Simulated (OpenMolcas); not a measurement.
Lines of Te V: computed and rescaled rates

```
Program             : OpenMolcas
Method              : MS-CASPT2, IPEA 0.25 Eh, imaginary shift 0.1 Eh (closed shells correlated: 4d)
Basis               : ANO-RCC [10s9p8d5f3g]
Scalar Hamiltonian  : DKH2, point nucleus
Active space        : 2 electrons in 8 orbitals (5s 5p 6s 6p)
State averaging     : 2S+1 = 3 even, 3 roots; 2S+1 = 1 even, 7 roots; 2S+1 = 3 odd, 3 roots; 2S+1 = 1 odd, 3 roots
Spin-orbit coupling : RASSI with atomic mean-field integrals over the reference wave functions, term energies averaged over their components
```

Rates come from the transition moments of the reference wave functions (E1 and E2 in the length form). At fixed line strength A goes as λ^-3 for E1 and M1 and as λ^-5 for E2, so a rate at the computed wavelength can be rescaled to the measured one. Measured vacuum wavelengths follow from level energies in Moore, Atomic Energy Levels, vol. III, NSRDS-NBS 35 (1971 reprint of NBS Circular 467, 1958). Branching counts decays inside the model space alone, at computed energies, and the table is only a selection of the E1 lines, drawn from those between levels with measured partners whose computed energy lies within a factor of 1.5 of the measured one.

```json
{"Upper": "5p2 3P2 [61 %]", "Lower": "5s 5p 1P* 1", "Type": "E1", "λ computed (nm)": "122", "λ measured (nm)": "123.6", "A computed (s-1)": "1.28e+09", "A rescaled (s-1)": "", "Branching %": "26.0"}
{"Upper": "5p2 1D2 [61 %]", "Lower": "5s 5p 1P* 1", "Type": "E1", "λ computed (nm)": "136.8", "λ measured (nm)": "140.7", "A computed (s-1)": "1.09e+09", "A rescaled (s-1)": "1.00e+09", "Branching %": "31.0"}
{"Upper": "5p2 3P0", "Lower": "5s 5p 1P* 1", "Type": "E1", "λ computed (nm)": "148.5", "λ measured (nm)": "154.9", "A computed (s-1)": "4.18e+07", "A rescaled (s-1)": "", "Branching %": "0.8"}
```

Spin-changing lines and M1 lines between different terms are not rescaled, since their strength hangs on the term gaps too.

The largest correction is for 5p2 1D2 [61 %] → 5s 5p 1P* 1 (E1): 1.09e+09 × (136.8 / 140.7)^3 = 1.00e+09 s-1, a factor of 0.92.

The computed rate and branching of 5p2 1D2 [61 %] → 5s 5p 1P* 1 give the upper level a radiative lifetime of 0.310 / 1.09e+09 s-1 = 2.84e-10 s, counting decays inside the model space alone.

No measured rate stands beside these. Rescaling mends the energy factor alone: line strengths can still be far off where a level mixes with configurations outside the active space, and weak or spin-changing lines hang on small mixing coefficients that depend on the term gaps too, so rescaling need not improve them.

CASPT2 breaks the degeneracy within a term, and the mean is taken; among the terms shown or strongly mixed into the levels shown the widest spread is 220 cm-1 (5p2 1D). Over all roots computed the reference weight is 0.88 to 0.95; the roots of lowest weight are the least certain, and an intruder state may touch them. Active for correlation alone: 6p 6s; no level in the range computed is led by a configuration that fills them, so any true level of that kind is missing. The ¹D term of p² mixes with s d, which this space lacks. Computed and measured levels are paired by configuration, term and J; levels that our copy of the source lacks, or whose pairing is in doubt (as where it misses far off the trend of its configuration), stay unpaired. Levels of configurations outside the active space are missing.

A share in square brackets marks a mixed level and gives the weight of the term that names it. * marks odd parity.
